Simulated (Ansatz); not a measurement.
Basis sets compared for BH2(OEt) (C2H7BO). Total charge 0; singlet. Geometry r2SCAN-D4/def2-SVP. Ansatz on 2 threads of AMD EPYC 7R13 on a shared host; times are rough, and most runs start from earlier orbitals.

| atom | x (Å) | y (Å) | z (Å) |
| --- | --- | --- | --- |
| B1 | -0.383 | -1.852 | -0.555 |
| H2 | 0.432 | -2.312 | 0.221 |
| H3 | -1.223 | -2.527 | -1.102 |
| O4 | -0.381 | -0.540 | -0.841 |
| C5 | 0.540 | 0.378 | -0.252 |
| C6 | -0.193 | 1.343 | 0.653 |
| H7 | 1.317 | -0.180 | 0.301 |
| H8 | 1.030 | 0.918 | -1.080 |
| H9 | 0.504 | 2.094 | 1.057 |
| H10 | -0.987 | 1.867 | 0.099 |
| H11 | -0.657 | 0.812 | 1.499 |

Binding counts from free atoms (B doublet, H doublet, O triplet, C triplet) in the same basis, without a counterpoise term.

| level | functions | energy (Eh) | HOMO (eV) | LUMO (eV) | binding per atom (eV) | wall time |
| --- | --- | --- | --- | --- | --- | --- |
| HF/6-31G | 50 | -179.3033 | -12.03 | 3.93 | 2.87 | 0.25 s |
| HF/def2-TZVP | 166 | -179.4571 | -12.18 | 2.78 | 3.03 | 0.86 s |
| PBE-D4/def2-SVP | 91 | -180.1492 | -6.89 | -1.13 | 4.11 | 0.8 s |
| PBE-D4/def2-TZVP | 166 | -180.3533 | -7.02 | -1.32 | 4.07 | 1.4 s |
| r2SCAN-D4/def2-TZVP | 166 | -180.4829 | -7.33 | -0.91 | 4.01 | 2.4 s |
| PBE0-D4/def2-SVP | 91 | -180.1753 | -8.41 | -0.10 | 4.05 | 0.75 s |
| PBE0-D4/def2-TZVP | 166 | -180.3758 | -8.50 | -0.32 | 4.01 | 1.9 s |

(1) Estimate the rows for PBE-D4/def2-TZVPD, r2SCAN-D4/def2-TZVPD, PBE0-D4/def2-TZVPD.

## Answers

(1) 
```csv
level,functions,energy (Eh),HOMO (eV),LUMO (eV),binding per atom (eV),wall time
PBE-D4/def2-TZVPD,214,-180.3540,-7.04,-1.37,4.07,2.1 s
r2SCAN-D4/def2-TZVPD,214,-180.4834,-7.35,-0.95,4.01,3.3 s
PBE0-D4/def2-TZVPD,214,-180.3764,-8.51,-0.40,4.01,2.5 s
```
